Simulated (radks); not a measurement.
Results of a calculation; reference values are marked as such.
Question: Successive ionisation energies (eV) of one element, from differences of total energies of ions in their ground configurations, starting at charge 22: 659.15, 706.08, 754.09, 803.17, 865.82, 917.90, 971.01, 1025.1, 1080.3, 1136.4, 1193.4, 1485.1, 1540.1, 1595.5, 1651.3, 1707.4, 1778.9, 1837.2, 1895.9, 1955.0, 2014.2, 2302.2. Code: a radial shooting solver on a logarithmic mesh with Libxc functionals. Model: scalar-relativistic Kohn-Sham, BLYP, spin-polarised, spherical densities, finite nucleus; open shells are filled with parallel spins first (spin-orbit coupling, left out, can overturn this in heavy ions); Fermi nuclear charge, rms radius 5.4371 fm. Which element is it?

Answer: Gold (Z = 79). The first species listed is Au22+ in [Kr] 4d10 4f11, the last Au43+ in [Kr].
